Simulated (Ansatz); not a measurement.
Reactions of CH$_{7}$GeN (`N[CH2][GeH3]`).

Program: Ansatz. Geometries: PBE0-D4/def2-TZVP. ΔE: electronic, gas phase. CBS: MP2 limit from def2 TZ/QZ plus the TZ coupled-cluster correction, frozen cores. This one scheme is used for every species. Functionals use def2-TZVPP. Open shells (•) are unrestricted, without spin–orbit coupling. For Ge outer-core shells are correlated without core-valence functions, which leaves a few kJ/mol of doubt a bond. Scalar relativity is left out up to krypton. Each species was taken in one conformer, which may not be the lowest.

```tsv
reaction	PBE-D4 (kJ/mol)
`N[CH2][GeH3]` → `[CH2]N`• + `[GeH3]`•	278
`N[CH2][GeH3]` → `[GeH2]` + CH₃NH₂	144
`N[CH2][GeH3]` + `NBS` → `NB[S][GeH3]` + CH₃NH₂	-68
`N[CH2][GeH3]` + `N[SiH](F)F` → `F[SiH](F)[NH][GeH3]` + CH₃NH₂	-27
```

**Question.** Give the CCSD(T)/CBS values in the same order. (Estimate.)

**Answer.** The calculation gave: 303, 148, -67, -32 kJ/mol.

Largest T1 diagnostic: 0.016, for `[CH2]N`•.
